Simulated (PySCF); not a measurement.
C6H11O2 (doublet state).
Z-matrix (Å and degrees, GFN2-xTB geometry), rows numbered from 1:
```
C 
C   1  1.4723
C   2  1.5325  1  111.56
C   2  1.5546  1  110.63  3   120.29
O   4  1.4192  2  111.00  1    64.89
C   5  1.3392  4  117.73  2   -94.16
C   6  1.5067  5  110.64  4   177.99
O   6  1.2021  5  124.24  4    -3.81
H   1  1.0721  2  121.28  3   143.27
H   1  1.0724  2  119.64  3   -46.53
H   2  1.0952  1  110.01  3  -121.89
H   3  1.0874  2  110.71  1   179.67
H   3  1.0866  2  109.82  1   -60.39
H   3  1.0871  2  110.26  1    59.21
H   4  1.0923  2  110.02  1  -178.03
H   4  1.0944  2  109.79  1   -56.25
H   7  1.0860  6  109.62  5  -148.09
H   7  1.0852  6  110.28  5   -25.69
H   7  1.0885  6  108.57  5    93.63
```

The hyperfine couplings belong to this conformer and change with its torsions.

The species is `[CH2][C@@H](C)COC(C)=O` [radical].

Method used: PySCF 2.14.0, UKS B3LYP, pcH-1 on C H O, non-relativistic, mean-field spin-orbit, GIAO. One conformer (not necessarily the lowest) at the GFN2-xTB geometry, without solvent, vibrations or thermal averaging. A GFN2-xTB geometry isn't a minimum of the functional, and hyperfine couplings can be far from their values at a DFT geometry. No stability test was run, so a lower SCF solution isn't excluded.

Question: Predict the first-order ENDOR lines of H9/H10, H15, H11, H16 and H12/H13/H14 under fast tumbling at B = 1207.4 mT (Q band).

Answer: For S = 1/2 in fast tumbling each set of equivalent nuclei gives two lines, ν± = |νn ± a/2| to first order, with νn = g_N μN B/h and μN/h = 7.62259 MHz/T.

```tsv
nuclei	isotope	g_N	νn (MHz)	a_iso (MHz)	lower line (MHz)	upper line (MHz)
H9/H10	1H	5.5857	51.41	-61.52	20.65	82.17
H15	1H	5.5857	51.41	14.81	44.00	58.82
H11	1H	5.5857	51.41	14.08	44.37	58.45
H16	1H	5.5857	51.41	-3.95	49.43	53.38
H12/H13/H14	1H	5.5857	51.41	1.40	50.71	52.11
```

Question: Which pairs are centred on the nuclear Larmor frequency, and which on half the coupling?

Answer: Centred on νn, since |a| < 2νn: H9/H10, H15, H11, H16 and H12/H13/H14. No pair has |a| > 2νn.

Question: At what field would the lower line of H15 fall to zero frequency?

Answer: Where νn = |a|/2, that is B = 7.41 MHz/(5.5857 × 7.62259 MHz/T) = 174 mT, as far as first order holds there.

Means are taken over nuclei equivalent by connectivity, which assumes that they swap fast. The three 1H nuclei of mean +1.4 MHz run from -2.2 to 8.6 MHz in the frozen geometry.
